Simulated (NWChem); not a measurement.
Species: PbN2H4, singlet; SMILES [NH2][Pb][NH2]

```xyz
7

Pb     0.0000     0.0000     0.2807
N     -1.5519    -0.0265    -1.1938
H     -2.5216     0.1671    -0.9626
H     -1.3941     0.1071    -2.1887
N      1.5519     0.0265    -1.1938
H      1.3941    -0.1071    -2.1887
H      2.5216    -0.1671    -0.9626
```
Atoms are numbered in this order, from 1.

Computed with NWChem. Medium grid unless said otherwise, to which SCAN and Minnesota functionals are sensitive. Low-valent species are run as closed-shell singlets; no triplet was tried in these runs. Structure relaxed at the PBE0/def2-SVP level. def2 effective core potentials on Pb; no spin-orbit coupling. Hybrids' shares of exact exchange are those that their runs print; pure functionals count as 0. The functionals differ in more than this share.

```csv
row,share of exact exchange,orbital gap (eV)
PBE/def2-TZVP,0.00,3.04
OLYP/def2-TZVP,0.00,3.06
B3LYP/def2-TZVP,0.20,4.46
B97-2/def2-TZVP,0.21,4.64
MN15/def2-TZVP,0.44,withheld
M06-2X/def2-TZVP,0.54,6.96
```

Q: Fit a straight line of the last column on the one before it, predict the withheld value, and compare with the run.

A: 
1. Means of the 5 shown rows: x = 0.190, y = 4.432. Slope Σ(x − x̄)(y − ȳ)/Σ(x − x̄)² = 1.414/0.1952 = 7.246; intercept 3.055.
2. The shown rows scatter about the line by 0.035 (root mean square); the largest residual is +0.06, at B97-2/def2-TZVP.
3. At x = 0.44 (MN15/def2-TZVP; inside the shown range) the line gives 6.24.
4. The run gives 6.07, -0.17 from the line, 4.8 times the scatter.
